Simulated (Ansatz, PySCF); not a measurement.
Bond stretch in SMILES O[SiH3]. The Si1–H6 bond (Si1 also carries H, H, O; H6 carries nothing else) is varied alone, starting from the PBE0/def2-TZVP optimised geometry. Each curve is given relative to its own lowest point near equilibrium.

| R / Å | A | B | C |
|---|---|---|---|
| 1.20 | 28.0 | 28.0 | 26.2 |
| 1.28 | 12.9 | 13.2 | 11.7 |
| 1.34 | 6.0 | 6.4 | 5.2 |
| 1.43 | 0.9 | 1.1 | 0.6 |
| 1.45 | 0.4 | 0.5 | 0.2 |
| 1.49 | 0.0 | 0.0 | 0.0 |
| 1.54 | 0.4 | 0.2 | 0.7 |
| 1.58 | 1.4 | 1.0 | 1.8 |
| 1.65 | 4.1 | 3.3 | 4.8 |
| 1.71 | 7.1 | 6.0 | 8.2 |
| 1.85 | 16.0 | 14.1 | 17.8 |
| 2.03 | 29.0 | 26.2 | 32.0 |
| 2.26 | 45.7 | 41.8 | 54.0 |
| 2.50 | 61.7 | 56.7 | — |
| 2.72 | 74.7 | 68.6 | — |
| 3.01 | 89.2 | 81.6 | — |
| 3.29 | 100.5 | 91.4 | — |
| 3.71 | 113.5 | 102.2 | — |
| 4.02 | 120.5 | 107.7 | — |
| 4.53 | 128.5 | 113.8 | — |
| 5.22 | 134.6 | 118.1 | — |

Energies in kcal/mol.

Task: Match the curves with the methods PySCF 2.14.0 with restricted B3LYP/6-31G*, spherical d; restricted PBE/cc-pVTZ in Ansatz (a first-principles code); MP2 on UHF/cc-pVTZ, frozen core (Ansatz).

Result: A is RKS-B3LYP/6-31G*; B is RKS-PBE; C is UMP2.

A dash means that the run gave no value there, or that the column was ended at a point which the program doubted or which failed a test of continuity chosen for this set; such a test can also cut sound points.

The unrestricted determinant behind UMP2 is spin-contaminated at 2.26 to 5.22 Å (<S²> up to 1.0, against 0.00 for a pure singlet). The restricted form behind RKS-B3LYP/6-31G*, RKS-PBE keeps the bonding electrons paired and can't separate into open-shell fragments.
